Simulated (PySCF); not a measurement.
Isomers of C6H11P. Computed with TDDFT B3LYP/def2-SVPD, vertical, gas phase, core orbitals frozen in the response (PySCF 2.14.0, density-fitted response routines). Geometries: GFN2-xTB; one conformer of each isolated species. Triplets are in the Tamm–Dancoff approximation.

A. `CCC1=CPCC1`
B. `CC[C@@H](C)P1C=C1`
C. `CC1=C(C(C)C)P1`
D. `C12CP(CC2)CC1`

Lowest singlet levels (six at most, fewer where fewer were computed) with oscillator strengths:

1. 4.65 eV (f 0.002); 5.31 eV (f 0.009); 5.56 eV (f 0.003); 6.04 eV (f 0.010); 6.25 eV (f 0.010); 6.48 eV (f 0.003); T1 3.75 eV
2. 5.25 eV (f 0.037); 5.31 eV (f 0.005); 5.52 eV (f 0.017); 5.90 eV (f 0.004); 6.41 eV (f 0.014); 6.47 eV (f 0.027); T1 4.12 eV
3. 5.91 eV (f 0.038); 6.44 eV (f 0.063); 6.58 eV (f 0.051); 6.89 eV (f 0.010); 7.10 eV (f 0.038); 7.17 eV (f 0.004); T1 5.25 eV
4. 5.28 eV (f 0.074); 5.85 eV (f 0.014); 5.98 eV (f 0.019); 6.42 eV (f 0.169); 6.53 eV (f 0.009); 6.73 eV (f 0.016); T1 4.04 eV

Task: Which spectrum belongs to which structure?

Result: 1 = B, 2 = C, 3 = D, 4 = A.
- A: S1 at 5.28 eV, HOMO→LUMO (90%); Löwdin shares by element: HOMO phosphorus 40%, carbon 33% or more, hydrogen 9% or more (atoms not listed hold the other 18%); LUMO carbon 49% or more, phosphorus 13%, hydrogen 6% or more (atoms not listed hold the other 32%); HOMO -6.29 and LUMO -0.24 eV.
- B: S1 at 4.65 eV, HOMO→LUMO (97%); Löwdin shares by element: HOMO carbon 46% or more, phosphorus 43%; LUMO carbon 73% or more, phosphorus 8%, hydrogen 7% or more; HOMO -6.24 and LUMO -0.62 eV.
- C: S1 at 5.25 eV, HOMO→LUMO (92%); Löwdin shares by element: HOMO phosphorus 41%, carbon 37% or more, hydrogen 13% or more; LUMO carbon 56% or more (atoms not listed hold the other 44%); HOMO -6.11 and LUMO -0.04 eV.
- D: S1 at 5.91 eV, HOMO→LUMO (99%); Löwdin shares by element: HOMO phosphorus 62%, carbon 23% or more; LUMO carbon 26% or more, phosphorus 8% (atoms not listed hold the other 66%); HOMO -6.44 and LUMO 0.27 eV; point group Cs.
A and C have S1 within 0.03 eV of each other; their strongest listed levels stand at 6.42 eV (f 0.169) and 5.25 eV (f 0.037).
